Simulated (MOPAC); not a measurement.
Input file for MOPAC: PM3 on CH7NSn (SMILES [CH3][SnH2][NH2]).

```
PM3 1SCF PRECISE CHARGE=0 THREADS=1
CH7NSn

C     -1.61261933 1    -0.25256651 1     0.01036722 1
Sn     0.30327824 1     0.72376444 1     0.04075854 1
N      1.68036223 1    -0.75827095 1    -0.30821020 1
H     -1.66766243 1    -0.97639617 1     0.82241815 1
H     -2.41352564 1     0.47555134 1     0.13025276 1
H     -1.73341692 1    -0.77142600 1    -0.93886417 1
H      0.55020681 1     1.53049502 1     1.54653789 1
H      0.50790347 1     1.83291675 1    -1.24988448 1
H      2.60450887 1    -0.40086856 1    -0.52043353 1
H      1.78096471 1    -1.40319934 1     0.46705783 1
```

Output:

```
*******************************************************************************
 **                                                                           **
 **                              MOPAC v23.2.5                                **
 **                                                                           **
 *******************************************************************************
 ** MOPAC's Digital Object Identifier: https://doi.org/10.5281/zenodo.6511958 **
 **                                                                           **
 ** Please cite the open-source release paper for use of this MOPAC version:  **
 ** J. E. Moussa and J. J. P. Stewart (2026)                                  **
 ** MOPAC: An open-source semiempirical molecular orbital program             **
 ** J. Open Source Softw., 11(119), 8025, https://doi.org/10.21105/joss.08025 **
 *******************************************************************************

                              PM3 CALCULATION RESULTS

 *******************************************************************************
 *  PM3        - The PM3 Hamiltonian to be used
 *
 *
 *
 *                 CHARGE ON SYSTEM = 0
 *
 *
 *
 *  PRECISE    - TIGHTER CRITERIA TO BE USED
 *  1SCF       - DO 1 SCF AND THEN STOP
 *  THREADS=1  - MULTI-THREADING NOT USED
 *  T=         - A TIME OF 172800.0 SECONDS REQUESTED
 *  DUMP=N     - RESTART FILE WRITTEN EVERY 7200.0 SECONDS REQUESTED
 *******************************************************************************
PM3 1SCF PRECISE CHARGE=0 THREADS=1
 CH7NSn

   ATOM   CHEMICAL          X               Y               Z
  NUMBER   SYMBOL      (ANGSTROMS)     (ANGSTROMS)     (ANGSTROMS)

     1       C         -1.61261933  *  -0.25256651  *   0.01036722  *
     2      Sn          0.30327824  *   0.72376444  *   0.04075854  *
     3       N          1.68036223  *  -0.75827095  *  -0.30821020  *
     4       H         -1.66766243  *  -0.97639617  *   0.82241815  *
     5       H         -2.41352564  *   0.47555134  *   0.13025276  *
     6       H         -1.73341692  *  -0.77142600  *  -0.93886417  *
     7       H          0.55020681  *   1.53049502  *   1.54653789  *
     8       H          0.50790347  *   1.83291675  *  -1.24988448  *
     9       H          2.60450887  *  -0.40086856  *  -0.52043353  *
    10       H          1.78096471  *  -1.40319934  *   0.46705783  *



          CARTESIAN COORDINATES

    NO.       ATOM           X           Y           Z

     1         C         -1.6126     -0.2526      0.0104
     2        Sn          0.3033      0.7238      0.0408
     3         N          1.6804     -0.7583     -0.3082
     4         H         -1.6677     -0.9764      0.8224
     5         H         -2.4135      0.4756      0.1303
     6         H         -1.7334     -0.7714     -0.9389
     7         H          0.5502      1.5305      1.5465
     8         H          0.5079      1.8329     -1.2499
     9         H          2.6045     -0.4009     -0.5204
    10         H          1.7810     -1.4032      0.4671

  H: (PM3): J. J. P. STEWART, J. COMP. CHEM. 10, 209 (1989).
  C: (PM3): J. J. P. STEWART, J. COMP. CHEM. 10, 209 (1989).
  N: (PM3): J. J. P. STEWART, J. COMP. CHEM. 10, 209 (1989).
 Sn: (PM3): J. J. P. STEWART, J. COMP. CHEM. 12, 320-341 (1991).

           Empirical Formula: C H7 N Sn  =    10 atoms



      MOLECULAR POINT GROUP   :   C1


      RHF CALCULATION, NO. OF DOUBLY OCCUPIED LEVELS = 10


 -------------------------------------------------------------------------------
 PM3 1SCF PRECISE CHARGE=0 THREADS=1
 CH7NSn



     1SCF WAS SPECIFIED, SO BFGS WAS NOT USED
     SCF FIELD WAS ACHIEVED


                              PM3 CALCULATION
                                                       MOPAC v23.2.5 Linux




          FINAL HEAT OF FORMATION =         21.48800 KCAL/MOL =      89.90579 KJ/MOL


          COSMO AREA              =        116.00 SQUARE ANGSTROMS
          COSMO VOLUME            =        105.28 CUBIC ANGSTROMS

          IONIZATION POTENTIAL    =          9.614890 EV
          HOMO LUMO ENERGIES (EV) =         -9.615 -0.142
          NO. OF FILLED LEVELS    =         10
          MOLECULAR WEIGHT        =        151.7630         POINT GROUP:  C1

          MOLECULAR DIMENSIONS (Angstroms)

            Atom       Atom       Distance
            H     9    H     5     5.13538
            H     6    H     7     3.79070
            H     4    H     8     3.53305


          SCF CALCULATIONS        =          1





   ATOM   CHEMICAL          X               Y               Z
  NUMBER   SYMBOL      (ANGSTROMS)     (ANGSTROMS)     (ANGSTROMS)

     1       C         -1.61261933  *  -0.25256651  *   0.01036722  *
     2      Sn          0.30327824  *   0.72376444  *   0.04075854  *
     3       N          1.68036223  *  -0.75827095  *  -0.30821020  *
     4       H         -1.66766243  *  -0.97639617  *   0.82241815  *
     5       H         -2.41352564  *   0.47555134  *   0.13025276  *
     6       H         -1.73341692  *  -0.77142600  *  -0.93886417  *
     7       H          0.55020681  *   1.53049502  *   1.54653789  *
     8       H          0.50790347  *   1.83291675  *  -1.24988448  *
     9       H          2.60450887  *  -0.40086856  *  -0.52043353  *
    10       H          1.78096471  *  -1.40319934  *   0.46705783  *

                             CARTESIAN COORDINATES

   1    C       -1.612619330    -0.252566510     0.010367220
   2   Sn        0.303278240     0.723764440     0.040758540
   3    N        1.680362230    -0.758270950    -0.308210200
   4    H       -1.667662430    -0.976396170     0.822418150
   5    H       -2.413525640     0.475551340     0.130252760
   6    H       -1.733416920    -0.771426000    -0.938864170
   7    H        0.550206810     1.530495020     1.546537890
   8    H        0.507903470     1.832916750    -1.249884480
   9    H        2.604508870    -0.400868560    -0.520433530
  10    H        1.780964710    -1.403199340     0.467057830


           Empirical Formula: C H7 N Sn  =    10 atoms



      MOLECULAR POINT GROUP   :   C1


                  EIGENVALUES
 -28.99151 -27.50750 -15.97953 -15.47219 -14.40348 -14.17098 -12.77473 -11.91211
 -11.45209  -9.61489  -0.14163   0.18286   0.57670   0.80242   3.97970   4.14491
   4.28864   4.34856   5.01236


              NET ATOMIC CHARGES AND DIPOLE CONTRIBUTIONS

  ATOM NO.   TYPE          CHARGE      No. of ELECS.   s-Pop       p-Pop
    1          C          -0.187765        4.1878     1.16645     3.02132
    2         Sn           0.196112        3.8039     1.15072     2.65317
    3          N          -0.138808        5.1388     1.46969     3.66912
    4          H           0.055154        0.9448     0.94485
    5          H           0.055042        0.9450     0.94496
    6          H           0.061376        0.9386     0.93862
    7          H          -0.075738        1.0757     1.07574
    8          H          -0.047149        1.0471     1.04715
    9          H           0.041973        0.9580     0.95803
   10          H           0.039802        0.9602     0.96020
 DIPOLE           X         Y         Z       TOTAL
 POINT-CHG.    -0.421    -0.266    -0.085     0.505
 HYBRID         0.582     0.420     0.966     1.203
 SUM            0.161     0.154     0.881     0.909


          ATOMIC ORBITAL ELECTRON POPULATIONS

     Atom    s        px        py        pz
    1  C   1.16645   0.97375   1.01312   1.03445
    2 Sn   1.15072   0.87955   0.85655   0.91707
    3  N   1.46969   1.08882   1.15680   1.42350
    4  H   0.94485
    5  H   0.94496
    6  H   0.93862
    7  H   1.07574
    8  H   1.04715
    9  H   0.95803
   10  H   0.96020

 **********************
 *                    *
 * JOB ENDED NORMALLY *
 *                    *
 **********************




 == MOPAC DONE ==
```

The run finished.

Cost: very roughly 0.04 core-seconds.
